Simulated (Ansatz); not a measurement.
`[F][In]([F])[SH]`. Total charge 0; spin multiplicity 1. In takes the def2 core potential.

Z-matrix (Å, degrees):
```
In
F 1 1.934
S 1 2.341 2 123.0
F 1 1.929 2 112.0 3 180.0
H 3 1.346 1 91.7 2 -0.0
```

Task: List the harmonic frequencies (cm⁻¹, unscaled) at PBE0-D4/def2-TZVP in Ansatz. (Best estimate.)

Result: Computed: 82, 126, 138, 233, 370, 605, 613, 713, 2703.

Task: Is this a minimum?

Result: Yes, all 9 modes are real.

Task: Give the ideal-gas thermochemistry at 298.15 K and 1 bar (rigid rotor, harmonic oscillator; point group Cs, symmetry number 1).

Result: Zero-point energy 33.4 kJ/mol; H(298) − E = 52.2 kJ/mol; entropy 345.6 J/(mol·K), of which translation 174.0, rotation 114.0, vibration 57.6; G(298) − E = -50.8 kJ/mol. Modes under 100 cm⁻¹ are hindered rotations or soft bends, so the harmonic entropy is rough.

Task: And at 400, 500, 600, 800 and 1000 K?

Result: 
```
T (K)  H − E (kJ/mol)  S (J/mol/K)  G − E (kJ/mol)
  400            61.0        371.0           -87.4
  500            70.1        391.3          -125.5
  600            79.5        408.4          -165.5
  800            98.8        436.2          -250.1
 1000           118.7        458.3          -339.6
```
